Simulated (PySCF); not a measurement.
**Working out the ionisation energy of O²⁺**

O²⁺ [He] 2s2 2p2 (3P) → O³⁺ [He] 2s2 2p1 (2P). Computed with PySCF 2.14 in dyall-acv3z, with the non-relativistic Hamiltonian (point nucleus). Frozen: 1s2; the 19 highest virtual orbitals dropped. Energies in hartree (1 hartree = 27.21139 eV):

```
            part  O²⁺ (lower)  O³⁺ (upper)
             UHF   -73.106257   -71.099285
CCSD correlation    -0.100591    -0.094272
             (T)    -0.001392    -0.000998
```

Q: What does Hartree-Fock give?

A: (-71.099285) − (-73.106257) = 2.006972 hartree = 54.612 eV.

Q: What do CCSD and CCSD(T) give?

A: The CCSD correlation energies differ by 0.006319 hartree = 0.172 eV and the triples by 0.000394 hartree = 0.011 eV, so CCSD gives 54.784 eV and CCSD(T) 54.795 eV.

A first-order spin-orbit estimate adds -0.005 eV to CCSD(T) (valence), giving 54.790 eV against 54.936 eV (semi-empirical (NIST evaluation); NIST Atomic Spectra Database, ionization energies).

What remains against the reference includes basis incompleteness, the frozen core and higher excitations.
